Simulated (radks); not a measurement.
Values are calculated unless marked as measured or tabulated.
Q: All-electron atom: the chromium ion Cr13+ in [Ne] 3s1. Code: a radial shooting solver on a logarithmic mesh with Libxc functionals. Model: Dirac Kohn-Sham, exchange-only PBE, spin-unpolarised, spherical densities, finite nucleus; Fermi nuclear charge, rms radius 3.6452 fm. Some entries of the table are withheld. Estimate them.

| orbital | occ. | eigenvalue (eV) | <r^2> (bohr^2) | <1/r> (bohr^-1) |
|---|---|---|---|---|
| 1s1/2 | 2 | -6268.561 | 0.005424 | (1) |
| 2s1/2 | 2 | -1032.530 | (2) | (3) |
| 2p1/2 | 2 | -935.4812 | (4) | (5) |
| 2p3/2 | 4 | -926.5454 | (6) | (7) |
| 3s1/2 | 1 | -369.3220 | (8) | 1.932 |

A: 
(1) 1s1/2 <1/r> (bohr^-1): 23.89
(2) 2s1/2 <r^2> (bohr^2): 0.09854
(3) 2s1/2 <1/r> (bohr^-1): 5.134
(4) 2p1/2 <r^2> (bohr^2): 0.07884
(5) 2p1/2 <1/r> (bohr^-1): 5.074
(6) 2p3/2 <r^2> (bohr^2): 0.08040
(7) 2p3/2 <1/r> (bohr^-1): 4.998
(8) 3s1/2 <r^2> (bohr^2): 0.6396
